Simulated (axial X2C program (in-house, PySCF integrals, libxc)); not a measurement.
# TiCl⁻ along the bond: PBE0, with spin–orbit coupling

Computed with an in-house all-electron X2C program for linear molecules (integrals from PySCF). Two-component (2c) means X2C with spin–orbit coupling and atomic mean-field two-electron Coulomb and Gaunt terms. Basis: Ti dyall-acv3z [11s11p7d4f2g], Cl dyall-av3z [9s8p3d2f] (cores contracted in-house); Gaussian nuclei, density fitting, unrestricted open shells. Masses: Ti 47.948 u, Cl 34.969 u.

State: Ω = 2 (⟨Sz⟩ = -1.00, ⟨Lz⟩ = 3.00 at PBE0). Dipoles are positive if Cl is the positive end and refer to the centre of mass.

```
R (Å)  μ (D)  HOMO (eV)  LUMO (eV)
2.049  4.723       0.44       1.67
2.143  4.435       0.39       1.68
2.214  4.169       0.35       1.69
2.284  3.874       0.30       1.70
2.355  3.553       0.25       1.71
2.437  3.151       0.19       1.72
2.520  2.728       0.13       1.72
2.626  2.157       0.05       1.74
2.755  1.429      -0.06       1.75
2.944  0.335      -0.23       1.76
```

**Question.** The minimum lies at 2.345 Å. What is the dipole moment there?

**Answer.** At PBE0, 2c, with the sign and origin stated: μ = 3.60 D.

One determinant describes the state; a PBE0 search over occupations chose it and may have missed a lower one. Density functionals use the spin component along the axis (collinear). PBE0 can misorder states that lie within some tenths of an eV, so this need not be the ground state of the molecule. The nearest other spin-free determinant of the search, M_S = 1, Λ = 0, lies 0.015 eV up at the distance of the search. The functionals have no current-density term, which raises determinants with orbital currents, atoms included. With several unpaired electrons one determinant need not be a pure state. A state of lower Ω lies just above, and one determinant can place such states too high, so the state shown need not be the lowest. The search has Ω = 1 only 0.04 eV up. The highest occupied level of some functionals is positive through self-interaction error; at Hartree–Fock it is bound. The determinant is spin-polarised beyond a pure state at some levels (its spin-free form has ⟨S²⟩ too high), which makes Re and μ there less reliable. The LUMO of an anion is an unbound level whose energy the basis sets.
